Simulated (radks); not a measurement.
Results of a calculation; reference values are marked as such.
Q: All-electron atom: C I in [He] 2s2 2p(up 1.25, down 0.75) (fractional occupations, a model configuration). Code: a radial shooting solver on a logarithmic mesh with Libxc functionals. Model: scalar-relativistic Kohn-Sham, PBEsol, spin-polarised, spherical densities, point nucleus. Some entries of the table are withheld. Estimate them.

| orbital | occ. | eigenvalue (Ry) | <1/r> (bohr^-1) |
|---|---|---|---|
| 1s up | 1 | -19.99982 | 5.632 |
| 1s down | 1 | -19.98412 | 5.635 |
| 2s up | 1 | -1.02600 | (1) |
| 2s down | 1 | -0.97585 | (2) |
| 2p up | 1.25 | -0.40589 | 0.7737 |
| 2p down | 0.75 | -0.35949 | 0.7593 |

A: 
(1) 2s up <1/r> (bohr^-1): 0.9218
(2) 2s down <1/r> (bohr^-1): 0.9139
